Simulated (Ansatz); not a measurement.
C$_{2}$H$_{8}$SSn (`SC[CH2][SnH3]`), relaxed with RKS PBE0-D4/def2-TZVP in Ansatz 0.2.0 from a PBE-D4/def2-SVP geometry. The force threshold is 0.005 eV/Å; the program also tests the step.

Charge 0, multiplicity 1. Sn: def2 effective core potential.

Start:

```xyz
12

S     2.072   -1.459   -1.187
C     1.099   -0.195   -0.250
C    -0.379   -0.554   -0.319
Sn   -1.640    0.871    0.752
H     3.303   -0.916   -0.966
H     1.288    0.804   -0.693
H     1.455   -0.175    0.801
H    -0.733   -0.582   -1.371
H    -0.566   -1.557    0.119
H    -1.438    2.445    0.061
H    -3.298    0.397    0.638
H    -1.163    0.920    2.416
```

```csv
step,energy (eV),largest force (eV/Å),largest move (Å)
1,-18865.5785,0.561,0.000
2,-18865.6197,0.234,0.060
3,-18865.6284,0.075,0.026
4,-18865.6290,0.049,0.007
5,-18865.6290,0.039,0.004
6,-18865.6291,0.004,0.001
```

End:

```xyz
12

S     2.046   -1.436   -1.167
C     1.089   -0.188   -0.245
C    -0.380   -0.547   -0.315
Sn   -1.621    0.859    0.742
H     3.264   -0.910   -0.959
H     1.274    0.793   -0.687
H     1.439   -0.172    0.789
H    -0.723   -0.578   -1.352
H    -0.558   -1.536    0.115
H    -1.420    2.414    0.063
H    -3.260    0.395    0.631
H    -1.150    0.906    2.385
```

Run time 30 s (4 threads of an Arm Neoverse V1 on a shared host); peak host memory 0.56 GiB.
